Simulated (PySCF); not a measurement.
Cost of excited-state runs on `O1CC(=O)[C@H]1[C@@H](Cl)CF`, C$_{5}$H$_{6}$ClFO$_{2}$

Geometry:
| atom | x (Å) | y (Å) | z (Å) |
| --- | --- | --- | --- |
| O1 | -1.912 | -1.938 | -0.686 |
| C2 | -1.556 | -0.866 | -0.317 |
| C3 | -2.043 | 0.559 | -0.409 |
| O4 | -0.934 | 0.992 | 0.390 |
| C5 | -0.382 | -0.324 | 0.497 |
| C6 | 0.997 | -0.473 | -0.135 |
| Cl7 | 0.873 | -0.158 | -1.896 |
| C8 | 1.988 | 0.499 | 0.492 |
| F9 | 3.267 | 0.171 | 0.140 |
| H10 | -3.007 | 0.763 | 0.064 |
| H11 | -2.025 | 0.986 | -1.415 |
| H12 | -0.352 | -0.668 | 1.538 |
| H13 | 1.349 | -1.502 | -0.027 |
| H14 | 1.799 | 1.522 | 0.156 |
| H15 | 1.934 | 0.444 | 1.585 |

PySCF with density fitting, on 1 thread of an Intel Xeon 6975P-C, shared host. Command: `OMP_NUM_THREADS=1 python excited_run.py task.json out`

Question: How long does this run take, and how much memory?
- magnetisability and related constants, PBE0/pcSseg-1; usual settings

Answer: 
```
                                  run          level  basis functions  wall time  peak memory (GiB)
magnetisability and related constants  PBE0/pcSseg-1              190       28 s               0.85
```
Times from a shared host are rough.
